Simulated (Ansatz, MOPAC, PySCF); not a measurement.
BH3 (SMILES B) and H2S (SMILES S) are pulled apart as rigid monomers along the line of their centres of mass, from the B3LYP-D3(BJ)/def2-TZVP minimum. Starting geometry (charge 0, multiplicity 1):
```
atom    x (Å)    y (Å)   z (Å)
----  -------  -------  ------
B     -0.4494  -0.3252  0.6695
H      0.4057  -0.8871  0.0385
H     -1.2478  -1.0569  1.1911
H     -0.8794   0.6904  0.2021
S      0.6280   0.2288  2.2968
H     -0.2005   1.0714  2.9417
H      1.3922   1.2348  1.8316
```

Interaction energies with rigid monomers; basis-set methods are counterpoise corrected unless marked otherwise.

Correlated levels freeze the cores. Rows in 6-31G* carry no dispersion term and start afresh at each structure (6-31G* with six Cartesian d functions). The state that PM7 reach isn't checked; PM7 holds dispersion and hydrogen-bond terms.

Codes used: Ansatz (Gaussian orbitals); MOPAC for PM7 (differences of heats of formation); PySCF for 6-31G* rows, the dispersion terms. Values without a source in brackets are computed.

| B1···S5 (Å) | PM7 (meV) | HF/6-31G* (no counterpoise) (meV) | B3LYP-D4/def2-TZVPPD (meV) | PBE0/def2-TZVPPD (meV) | SCS-MP2/aug-cc-pV(T+d)Z (meV) |
|---|---|---|---|---|---|
| 1.83 | -851.2 | -66.7 | -808.5 | -1029.7 | -625.9 |
| 2.03 | -1007.2 | -427.9 | -997.0 | -1159.6 | -852.2 |
| 2.33 | -727.6 | -443.6 | -839.9 | -917.7 | ___ |
| 2.84 | -275.4 | -264.3 | -457.3 | -452.8 | -366.8 |
| 3.65 | -79.0 | -100.2 | ___ | -121.5 | -112.5 |

**Question.** Some entries are withheld; supply them.

**Answer.** 
- 2.33, SCS-MP2/aug-cc-pV(T+d)Z (meV): -714.7
- 3.65, B3LYP-D4/def2-TZVPPD (meV): -141.5

Ansatz is an electronic-structure program.
